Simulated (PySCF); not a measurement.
**Removal energies of As³⁺ from EOM-IP-GCCSD**

Reference: closed-shell As³⁺, [Ar] 3d10 4s2; one electron is removed. Calculated with PySCF 2.14, two-component X2C-1e with screened spin-orbit coupling, x2c-TZVPPall-2c with one added diffuse shell each of s, p, d type (7s8p5d1f, 63 functions); frozen [Ne]; all 96 virtual spinors kept. No Breit or QED terms. Binding energies in eV.

```json
{"level": "3p3/2", "Koopmans": "194.27", "second order": "184.69", "EOM-CCSD": "190.60"}
{"level": "3d3/2", "Koopmans": "91.357", "second order": "84.631", "EOM-CCSD": "87.181"}
{"level": "3d5/2", "Koopmans": "90.583", "second order": "83.959", "EOM-CCSD": "86.459"}
{"level": "4s1/2", "Koopmans": "48.075", "second order": "48.832", "EOM-CCSD": "49.169"}
```

In EOM-CCSD the overlap with the one-orbital guess is low for 3p3/2 (weight 0.83), 3d5/2 (weight 0.85). That can mean mixing with two-hole, one-particle states, where second order and EOM-CCSD lose accuracy, or only a rotation among the degenerate components of the shell; the terms of those configurations are not listed.

For comparison, the ionisation energy of As³⁺ is 50.15 ± 0.06 eV (measured; NIST Atomic Spectra Database, ionization energies).

Only part of the computed levels is shown.

Gaps of this size point to the basis (7s8p5d1f), which has few functions of high l to correlate and polarise the inner shells.

Where second order misses EOM-CCSD by more than 1 eV, it overshoots the relaxation and correlation of that hole or particle, which higher orders damp.
